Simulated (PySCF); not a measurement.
# Computed records: BClH₃OSi, BH₃O₂Si, B₃H₄, B₃H₂O

All values are calculated (PySCF 2.14.0). Calculation on a computer-drawn molecule: the log of a Hartree-Fock and frozen-core CCSD(T) single point meant for a local Hartree-Fock minimum, with one planted fault or none, to be diagnosed. Offsets are logged minus clean, where the clean run is the same molecule without the fault. The reference is restricted for singlets and unrestricted otherwise, and also for a bond in bohr or an excited solution. Adding or removing an electron swaps singlet and doublet. The excited solution moves the top pair (singlet) or top alpha electron (doublet) to the lowest empty orbital. Highest occupied and lowest empty are orbital energies over both spins, largest force is the largest gradient component, triples share is (T) over the correlation energy, the T1 limit is 0.02 restricted and 0.045 unrestricted, electrons count all cores, a negative frequency is imaginary (commonest isotopes), and the dipole is about the centre of nuclear charge.

Common to all runs: logged SCF converged yes; possible faults no fault, one electron removed, one electron added, multiplicity raised by two, geometry at a saddle point, SCF held on an excited solution, minimal basis STO-3G, one bond length entered in bohr, all coordinates scaled.

(1) 
```xyz
7
formula=BClH3OSi meant_charge=0 meant_multiplicity=2 meant_basis=cc-pV(D+d)Z logged_electrons=47 logged_basis_functions=31 logged_spin_squared=0.7521 logged_highest_occupied=-7.7636 logged_lowest_empty=4.1855 logged_largest_force=0.040877 logged_T1_diagnostic=0.018393 logged_D1_diagnostic=0.078007 logged_triples_share=0.037611 logged_CC_converged=yes logged_dipole_magnitude=3.0584 logged_SCF_stable_within_its_kind=yes logged_energy_HF=-840.22398 logged_energy_CCSD(T)=-840.3713 planted_fault=minimal_basis_STO-3G HF_energy_offset_from_clean_run=6026 CCSD(T)_energy_offset_from_clean_run=6267
B     -1.0280    -2.8876    -1.7682
O     -0.3436    -2.8339    -0.5972
Si    -0.6082    -2.2117     0.9057
Cl    -1.2764    -3.7238     2.1463
H     -2.1187    -2.3860    -1.8528
H     -0.5114    -3.4360    -2.7002
H     -1.6549    -1.1695     0.8504
```

Units: logged_highest_occupied, logged_lowest_empty in eV; logged_largest_force in hartree/bohr; logged_dipole_magnitude in debye; logged_energy_HF, logged_energy_CCSD(T) in hartree; HF_energy_offset_from_clean_run, CCSD(T)_energy_offset_from_clean_run in kcal/mol.

Drawn bonds:
```csv
atom,other atom,order
1,2,1
2,3,1
3,4,1
1,5,1
1,6,1
3,7,1
```

(2) 
```xyz
7
formula=BH3O2Si meant_charge=0 meant_multiplicity=1 meant_basis=cc-pV(D+d)Z logged_electrons=38 logged_basis_functions=80 logged_spin_squared=0 logged_highest_occupied=-5.0478 logged_lowest_empty=-3.4104 logged_largest_force=0.053928 logged_dipole_magnitude=1.4485 logged_SCF_stable_within_its_kind=no logged_energy_HF=-464.81353 planted_fault=SCF_held_on_an_excited_solution HF_energy_offset_from_clean_run=238.8
B     -2.3984    -2.6360    -0.7405
O     -2.6411    -1.4788    -0.0776
Si    -1.5955    -0.4469     0.7540
O     -2.6825     0.6791     1.2366
H     -1.2809    -3.0826    -0.8014
H     -3.3203    -3.2016    -1.2625
H     -3.5977     0.5822     1.0027
```

Units: logged_highest_occupied, logged_lowest_empty in eV; logged_largest_force in hartree/bohr; logged_dipole_magnitude in debye; logged_energy_HF in hartree; HF_energy_offset_from_clean_run in kcal/mol.

Drawn bonds:
```csv
atom,other atom,order
1,2,1
2,3,1
3,4,1
1,5,1
1,6,1
4,7,1
```

Notes: coupled-cluster numbers left out as unreliable.

(3) 
```xyz
7
formula=B3H4 meant_charge=1 meant_multiplicity=1 meant_basis=cc-pVDZ logged_electrons=18 logged_basis_functions=62 logged_spin_squared=0 logged_highest_occupied=-18.635 logged_lowest_empty=-6.226 logged_largest_force=2.973e-05 logged_lowest_frequency=118.29 logged_T1_diagnostic=0.013947 logged_D1_diagnostic=0.030213 logged_triples_share=0.021835 logged_CC_converged=yes logged_dipole_magnitude=0.0003352 logged_SCF_stable_within_its_kind=yes logged_energy_HF=-75.99312 logged_energy_CCSD(T)=-76.24627 planted_fault=no_fault HF_energy_offset_from_clean_run=0 CCSD(T)_energy_offset_from_clean_run=0
B     -0.4993    -0.3654    -0.5925
B     -0.1191    -0.4980     1.0856
B      0.2612    -0.6304     2.7637
H     -1.5402    -0.8037    -0.9671
H      0.2953     0.1589    -1.3065
H      0.8306    -1.6079     3.1331
H     -0.0614     0.2610     3.4829
```

Units: logged_highest_occupied, logged_lowest_empty in eV; logged_largest_force in hartree/bohr; logged_lowest_frequency in cm⁻¹; logged_dipole_magnitude in debye; logged_energy_HF, logged_energy_CCSD(T) in hartree; HF_energy_offset_from_clean_run, CCSD(T)_energy_offset_from_clean_run in kcal/mol.

Drawn bonds:
```csv
atom,other atom,order
1,2,1
2,3,1
1,4,1
1,5,1
3,6,1
3,7,1
```

(4) 
```xyz
7
formula=B3H4 meant_charge=1 meant_multiplicity=1 meant_basis=cc-pVDZ logged_electrons=18 logged_basis_functions=62 logged_spin_squared=0 logged_highest_occupied=-18.605 logged_lowest_empty=-6.9622 logged_largest_force=9.328e-06 logged_lowest_frequency=-118.04 logged_T1_diagnostic=0.012082 logged_D1_diagnostic=0.034736 logged_triples_share=0.021331 logged_CC_converged=yes logged_dipole_magnitude=3.216e-12 logged_SCF_stable_within_its_kind=yes logged_energy_HF=-75.99207 logged_energy_CCSD(T)=-76.2446 planted_fault=geometry_at_a_saddle_point HF_energy_offset_from_clean_run=0.6579 CCSD(T)_energy_offset_from_clean_run=1.048
B      1.7314     0.0000     0.0000
B      0.0000     0.0000     0.0000
B     -1.7314     0.0000     0.0000
H      2.2891    -1.0506     0.0000
H      2.2891     1.0506     0.0000
H     -2.2891    -1.0506     0.0000
H     -2.2891     1.0506     0.0000
```

Units: logged_highest_occupied, logged_lowest_empty in eV; logged_largest_force in hartree/bohr; logged_lowest_frequency in cm⁻¹; logged_dipole_magnitude in debye; logged_energy_HF, logged_energy_CCSD(T) in hartree; HF_energy_offset_from_clean_run, CCSD(T)_energy_offset_from_clean_run in kcal/mol.

Drawn bonds:
```csv
atom,other atom,order
1,2,1
2,3,1
1,4,1
1,5,1
3,6,1
3,7,1
```

(5) 
```xyz
6
formula=B3H2O meant_charge=1 meant_multiplicity=1 meant_basis=cc-pVDZ logged_electrons=23 logged_basis_functions=66 logged_spin_squared=0.7936 logged_highest_occupied=-23.54 logged_lowest_empty=-17.846 logged_largest_force=0.085373 logged_dipole_magnitude=16.833 logged_SCF_stable_within_its_kind=yes logged_energy_HF=-149.03546
B      0.8249     0.9508     0.3055
B      1.1200    -0.2362    -0.9172
B      1.4082    -1.3992    -2.1155
O      1.6068    -2.2030    -2.9437
H      0.0482     0.6690     1.1600
H      1.4165     1.9782     0.2191
```

Units: logged_highest_occupied, logged_lowest_empty in eV; logged_largest_force in hartree/bohr; logged_dipole_magnitude in debye; logged_energy_HF in hartree.

Drawn bonds:
```csv
atom,other atom,order
1,2,1
2,3,1
3,4,2
1,5,1
1,6,1
```

Notes: coupled-cluster numbers left out as unreliable.

(6) 
```xyz
6
formula=B3H2O meant_charge=1 meant_multiplicity=1 meant_basis=cc-pVDZ logged_electrons=24 logged_basis_functions=66 logged_spin_squared=2.0104 logged_highest_occupied=-17.627 logged_lowest_empty=-9.9512 logged_largest_force=0.034777 logged_T1_diagnostic=0.035593 logged_D1_diagnostic=0.11907 logged_triples_share=0.038182 logged_CC_converged=yes logged_dipole_magnitude=9.8779 logged_SCF_stable_within_its_kind=yes logged_energy_HF=-149.63127 logged_energy_CCSD(T)=-150.05256
B      0.8249     0.9508     0.3055
B      1.1200    -0.2362    -0.9172
B      1.4082    -1.3992    -2.1155
O      1.6068    -2.2030    -2.9437
H      0.0482     0.6690     1.1600
H      1.4165     1.9782     0.2191
```

Units: logged_highest_occupied, logged_lowest_empty in eV; logged_largest_force in hartree/bohr; logged_dipole_magnitude in debye; logged_energy_HF, logged_energy_CCSD(T) in hartree.

Drawn bonds:
```csv
atom,other atom,order
1,2,1
2,3,1
3,4,2
1,5,1
1,6,1
```

To be estimated
1. Give the missing planted fault for B₃H₂O (entry 5).
2. Give the missing planted fault for B₃H₂O (entry 6).

Answers
1. one electron removed
2. multiplicity raised by two

Further results for B₃H₂O (entry 5):

```
HF energy offset from clean run : 440.5 kcal/mol
```

Further results for B₃H₂O (entry 6):

```
HF energy offset from clean run      : 66.6 kcal/mol
CCSD(T) energy offset from clean run : 70.97 kcal/mol
```
